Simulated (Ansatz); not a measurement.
NiCl2, relaxed as a triplet with UKS PBE-D4/def2-TZVP in Ansatz, starting from the GFN2-xTB geometry. Force threshold 0.02 eV/Å.

Start:

```tsv
atom	x (Å)	y (Å)	z (Å)
Ni1	0.000	0.000	0.000
Cl2	1.172	-0.798	-1.317
Cl3	-1.172	0.798	1.317
```

**Question.** Estimate the energy that the relaxation releases and the steps that it takes.

**Answer.** 6.0 kcal/mol, in 4 steps; 12 s on 2 threads of AMD EPYC 7R43 on a shared host. No frequencies were taken in this run, so the end may be a saddle point.

**Question.** Does the start keep its bonding and symmetry?

**Answer.** By distances, no bond broke or formed. The bond that changes most is Ni1–Cl2, from 1.93 to 2.05 Å (atoms count from 1). Point group D∞h at the start, D∞h at the end, both within 0.05 Å.

**Question.** Predict the relaxed structure.

**Answer.** 
```xyz
3

Ni    0.000    0.000    0.000
Cl    1.243   -0.846   -1.396
Cl   -1.243    0.846    1.396
```
Bond lengths: 2 × Cl–Ni 2.05 Å.
